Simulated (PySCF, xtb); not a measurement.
Ge(H)2(F)(Et) (C2H7FGe), SMILES [F][GeH2][CH2]C. Other conformers were not sampled.

Harmonic wavenumbers (cm⁻¹) from GFN2-xTB (xtb 6.7.1) at its own minimum, in rising order: 53, 137, 207, 247, 427, 474, 549, 586, 655, 727, 785, 962, 1003, 1063, 1223, 1248, 1412, 1449, 1494, 1497, 1895, 1963, 2955, 2975, 3011, 3018, 3024.

Problem. What does PBE-D3(BJ)/def2-SVP in PySCF 2.14.0 give at its own minimum? (Estimate from the structure and the level; the computed values follow.)

Solution. 58, 143, 213, 267, 470, 570, 641, 672, 684, 780, 830, 941, 954, 1031, 1196, 1205, 1344, 1382, 1423, 1428, 2067, 2082, 2968, 2980, 3034, 3052, 3065. Paired by order, the mean absolute difference is 49 cm⁻¹ and the zero-point energies are 50.1 and 50.7 kcal/mol.
